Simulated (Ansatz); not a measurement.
Cartesian coordinates in Å:
```
C -0.873 -1.200 1.469
O -0.531 0.140 1.191
Ge -0.131 0.665 -0.444
C 1.568 0.066 -1.120
O -0.148 2.418 -0.387
Cl -1.728 -0.046 -1.720
H -0.033 -1.883 1.292
H -1.143 -1.260 2.525
H -1.727 -1.535 0.871
H 1.724 0.483 -2.114
H 2.359 0.408 -0.452
H 1.582 -1.021 -1.180
H -0.919 2.764 0.069
```

Total charge 0; spin multiplicity 1.

(1) List the ωB97M-V/def2-TZVPP orbital energies in eV (Ansatz 0.2.0). (Best estimate.)

Answers

(1) Computed: Occupied: -10867.68, -2771.65, -1363.38, -1211.13, -1211.10, -1211.08, -526.24, -526.18, -282.74, -281.83, -262.04, -199.52, -199.39, -199.39, -175.32, -124.63, -124.56, -124.50, -37.56, -37.50, -37.37, -37.31, -37.30, -31.04, -30.36, -25.40, -22.93, -21.81, -18.08, -16.44, -15.35, -15.14, -14.80, -14.34, -14.13, -13.08, -12.50, -11.91, -11.51, -11.28, -11.03, -10.58. Lowest empty: 1.94, 2.69, 3.12, 3.45, 3.58, 4.41, 4.50, 4.65.
